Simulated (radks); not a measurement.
Effect of the nuclear size on neutral lutetium, [Xe] 4f14 5d1 6s2. All-electron calculation, Dirac Kohn-Sham, relativistic LDA (MacDonald-Vosko exchange, VWN5 correlation), spin-unpolarised, spherical densities, finite nucleus; open shells fill j = l - 1/2 first; Fermi nuclear charge, rms radius 5.37 fm. Program: a radial shooting solver on a logarithmic mesh with Libxc functionals. The rms radius is varied about that value; shifts are against it.

rms radius (fm)  total energy shift (eV)  density at nucleus (e/bohr^3)  1s1/2 shift (meV)  2s1/2 shift (meV)  5p1/2 shift (meV)  6s1/2 shift (meV)  5d3/2 shift (meV)  6p1/2 (empty) shift (meV)
4.5914                             -11.9                      1.152e+06              -4800               -659              0.444             -0.292              0.322                      0.136
4.9189                             -7.03                      1.127e+06              -2850               -390              0.263             -0.173              0.191                      0.080
5.37                                   0                      1.096e+06              0.000              0.000              0.000              0.000              0.000                      0.000
5.7029                              5.45                      1.075e+06               2210                303             -0.204              0.134             -0.148                     -0.062
6.5084                              19.6                      1.031e+06               7920               1090             -0.730              0.482             -0.531                     -0.224

Slopes of the eigenvalues against <r^2> in GHz/fm^2, as finite differences over the two radii next to the reference (eigenvalue slopes, not the field-shift constants of lines): 1s1/2 147000, 2s1/2 20100, 5p1/2 -13.5, 6s1/2 8.92, 5d3/2 -9.84, 6p1/2 (empty) -4.15.
